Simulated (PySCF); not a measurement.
# Electron correlation in Sb²⁺ (antimony, charge +2)

[Kr] 4d10 5s1 5p2, 5s spin antiparallel (an excited configuration). All numbers are calculated (PySCF 2.14, the spin-free X2C one-electron Hamiltonian (Gaussian nucleus), in x2c-TZVPPall (8s6p4d2f, 60 functions)). Frozen: [Kr] 4d10; 3 electrons correlated.

MP2 pair energies summed by pair of shells (mhartree):

```
 pair  energy  share (%)
5s-5p  -51.06       91.9
5p-5p   -4.52        8.1
```

Total MP2 correlation energy: -55.58 mhartree.

Same-spin part -4.52 and opposite-spin part -51.06 mhartree; SCS-MP2 scales them by 1/3 and 6/5 to -62.78 mhartree.
